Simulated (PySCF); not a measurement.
# Correlation energy of Tl⁷²⁺ (thallium, charge +72)

Starting occupation: [He] 2s2 2p5, 2p1/2 with m_j = -1/2, +1/2, 2p3/2 with m_j = -1/2, +1/2, +3/2. All numbers are calculated (PySCF 2.14, X2C-1e with screened-nucleus spin-orbit coupling, Gaussian nucleus, in an uncontracted even-tempered set (16 s from 60 bohr⁻², ratio 2.4; 13 p from 79 bohr⁻², ratio 2.4; 5 d from 270 bohr⁻², ratio 2.6; 4 f from 400 bohr⁻², ratio 2.6)). Frozen: nothing; 9 electrons correlated; the 22 highest virtual spinors left out.

MP2 pair energies summed by pair of shells (mhartree):

| pair | energy | share (%) |
| --- | --- | --- |
| 2p1/2-2p3/2 | -84.54 | 20.8 |
| 1s1/2-1s1/2 | -63.16 | 15.6 |
| 2p3/2-2s1/2 | -60.29 | 14.9 |
| 2p3/2-2p3/2 | -51.91 | 12.8 |
| 2p1/2-2s1/2 | -37.73 | 9.3 |
| 2p1/2-2p1/2 | -26.37 | 6.5 |
| 1s1/2-2p3/2 | -23.32 | 5.7 |
| 1s1/2-2p1/2 | -23.13 | 5.7 |
| 1s1/2-2s1/2 | -20.09 | 5.0 |
| 2s1/2-2s1/2 | -15.04 | 3.7 |

Total MP2 correlation energy: -405.58 mhartree.

At this charge the one-electron X2C treatment keeps the bare 1/r₁₂, with no two-electron picture change or Breit term. That inflates the 1s pair energies well beyond their four-component values.
